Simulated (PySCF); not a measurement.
**NMR data sheet: C7H15P**

```
Formula                               : C7H15P
SMILES                                : CC(C)(C)P1CCC1
Point group of the computed structure : Cs
Carbon signals                        : 4
Proton signals                        : 3
```

Structure with atom numbers: `[CH3:1][C:2]([CH3:3])([CH3:4])[P:5]1[CH2:6][CH2:7][CH2:8]1`. Each H is labelled by its parent atom.

Theoretical values (PySCF): GIAO PBE0/pcSseg-1 shieldings, geometry: GFN2-xTB. Non-relativistic Hamiltonian, averaged over atoms made equivalent by symmetry, fast rotation or ring inversion, one computed conformer, in vacuum.

Shifts are taken against calculated references (same method and geometry level): ¹H (31.72 ppm) and ¹³C (186.93 ppm) vs TMS; H3PO4 for ³¹P (318.38 ppm).

| carbon | δC, type | δH (multiplicity) | HMBC from (2–3 bonds) | span of the C tensor (ppm) |
| --- | --- | --- | --- | --- |
| C1/C3/C4 | 27.5, CH3 | 1.19 (m) | H(C1)/H(C3)/H(C4) | 47 |
| C2 | 33.2, C | – | H(C6)/H(C8), H(C1)/H(C3)/H(C4) | 8 |
| C6/C8 | 18.2, CH2 | 1.93 (m) | H(C7), H(C6)/H(C8) | 31 |
| C7 | 26.6, CH2 | 2.75 (m) | H(C6)/H(C8) | 47 |

Other nuclei:
| atoms | nucleus | environment | δ (ppm) | σ (ppm) |
| --- | --- | --- | --- | --- |
| P5 | ³¹P | phosphorus bonded to 3 C, in a 4-membered ring | 28.6 | 289.8 |

δC 33.2: fully substituted sp3 carbon bonded to P. δC 27.5: methyl carbon; a saturated carbon with 1 carbon neighbour and no heteroatom attached. δC 26.6: sp3 CH2 in a ring; aliphatic region, no heteroatom directly attached. δC 18.2: sp3 CH2 bonded to P. δH 1.93: hydrogen on an sp3 CH2 bonded to P.

Splittings by ³¹P in the carbon and heteronuclear signals aren't shown, as no couplings were computed. Shifts are as computed. Against solution values, carbons near 30 ppm lie about +3 ppm off and those near 130 ppm about +5 ppm. Of 1211 compounds with measured shifts, 218 miss one by over three times the rms of a fit or turn the order of signals round; such compounds aren't used in these exercises. Experimental scales use liquid or dissolved standards, which lie at an offset from isolated H3PO4. Multiplicities follow the n + 1 count of equivalent neighbours, as no J values were calculated; m marks all less simple cases, F and P coupling included.
